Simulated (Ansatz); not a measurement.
Pulling on the Zn1–H2 bond in FHZn (SMILES [F][ZnH]) (multiplicity 1 held, fragments rigid). Energies count from the point at 1.505 Å.
Geometry at that point (charge 0, multiplicity 1):
| atom | x (Å) | y (Å) | z (Å) |
|---|---|---|---|
| Zn | 0.0000 | 0.0000 | -0.3581 |
| H | 0.0000 | 0.0000 | -1.8636 |
| F | 0.0000 | 0.0000 | 1.4008 |

R- and RO- levels are restricted; in cc, def2 and unpolarised 6-31G sets they are followed outwards from rest. U- levels take the lowest unrestricted solution at each point, which mixes spins at long bonds. Active spaces are followed from a long bond inwards. Curves can end on different states.

Correlated levels freeze the cores.

Programs: Ansatz (Gaussian orbitals). 

Energies in kJ/mol.

```tsv
R (Å)	U-MP2/def2-TZVPP	R-SCS-MP2/def2-TZVPP	R-CCSD(T)/def2-TZVPP	SC-NEVPT2 on CASSCF(2,2)/def2-TZVPP	FIC-MRCISD+Q on CASSCF(2,2)/def2-TZVPP
1.204	91	97	100	96	102
1.355	13	16	18	17	19
1.505	0	0	0	0	0
1.656	19	17	15	14	14
1.807	55	51	46	44	?
2.032	120	113	103	100	101
2.258	201	179	162	155	158
2.635	285	279	242	232	?
3.011	315	358	293	281	?
3.463	327	424	318	310	321
4.065	331	467	317	322	335
4.817	332	463	306	325	338
```

Question: What belongs in the gaps?

Answer: 
- 1.807, FIC-MRCISD+Q on CASSCF(2,2)/def2-TZVPP: 44
- 3.011, FIC-MRCISD+Q on CASSCF(2,2)/def2-TZVPP: 290
- 2.635, FIC-MRCISD+Q on CASSCF(2,2)/def2-TZVPP: 238

Doubts at one or more of the structures used: a spin-contaminated determinant (U-MP2/def2-TZVPP); a restricted determinant that unrestricted orbitals would lower (R-SCS-MP2/def2-TZVPP, R-CCSD(T)/def2-TZVPP); other coupled-cluster roots lie near (R-CCSD(T)/def2-TZVPP); T1 above 0.05 (R-CCSD(T)/def2-TZVPP).

Ansatz is an electronic-structure program.
